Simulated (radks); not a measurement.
Results of a calculation; reference values are marked as such.
W3+, configuration [Xe] 4f14 5d3. Level of theory: scalar-relativistic Kohn-Sham, PBE, spin-polarised, spherical densities, point nucleus; open shells are filled with parallel spins first (spin-orbit coupling, left out, can overturn this in heavy ions) (a radial shooting solver on a logarithmic mesh with Libxc functionals).

Normalised radial functions P(r) = r R(r), r in bohr:

r         5p down
0.002155   0.0062
0.002488   0.0079
0.002874   0.0101
0.003319   0.0128
0.003833   0.0162
0.004426   0.0204
0.005112   0.0258
0.005904   0.0324
0.006818   0.0406
0.007874   0.0507
0.009094   0.0628
0.0105     0.0774
0.01213    0.0947
0.01401    0.1146
0.01618    0.1372
0.01868    0.1619
0.02158    0.1878
0.02492    0.2134
0.02878    0.2363
0.03324    0.2533
0.03838    0.2604
0.04433    0.2527
0.05119    0.2255
0.05912    0.1750
0.06774    0.1044
0.07823    0.0073
0.09034   -0.1050
0.1043    -0.2187
0.1205    -0.3134
0.1392    -0.3654
0.1607    -0.3528
0.1856    -0.2623
0.2143    -0.0978
0.2475     0.1155
0.2859     0.3318
0.3302     0.4940
0.3813     0.5490
0.4404     0.4657
0.5086     0.2477
0.5873    -0.0667
0.6783    -0.4150
0.7834    -0.7285
0.9047    -0.9505
1.045     -1.0488
1.207     -1.0212
1.394     -0.8928
1.609     -0.7058
1.859     -0.5054
2.147     -0.3269
2.479     -0.1891
2.863     -0.0964
3.306     -0.0425
3.818     -0.0159
4.41      -0.0050
5.093     -0.0013
5.882     -0.0002

5p down: eigenvalue -70.648 eV, 3 radial nodes at r = 0.0790, 0.230, 0.571 bohr, <r> = 1.23 bohr, 90 % of the charge inside 1.79 bohr.
